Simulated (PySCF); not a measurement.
Task: What does the PBE0-D3(BJ)/def2-SVP structure of `BCCCF` look like in three dimensions?

Result: 
Z-matrix in Å and degrees, rows numbered from 1:
```
B 
C   1  1.5560
C   2  1.5247  1  118.81
C   3  1.5104  2  112.52  1   -68.94
F   4  1.3774  3  110.16  2   -59.09
H   1  1.2109  2  119.51  3   176.08
H   1  1.2136  2  122.34  3    -6.15
H   2  1.1062  1  108.77  3  -127.19
H   2  1.1109  1  103.99  3   123.96
H   3  1.1037  2  110.51  1    51.59
H   3  1.1031  2  110.90  1   169.49
H   4  1.1033  3  111.25  2  -179.14
H   4  1.1055  3  110.87  2    60.43
```

B1 (three-coordinate boron) is planar (angles 122.3°, 119.5° and 118.1°, sum 360.0°, 0.01 Å off the plane of its three neighbours). Of the pairs four or more bonds apart, F5···H8 is among the closest relative to their van der Waals radii: 2.57 Å, 96 % of the sum of Bondi's values.

The calculation used PBE0-D3(BJ)/def2-SVP geometry optimisation, gas phase (PySCF 2.14.0).

Point group: C1 (no symmetry element, even within 0.4 Å). Not checked by PBE0-D3(BJ)/def2-SVP frequencies. One conformer, not necessarily the lowest (H–B1–C2–C3 176° and -6°, B1–C2–C3–C4 -69°, C2–C3–C4–F5 -59°).
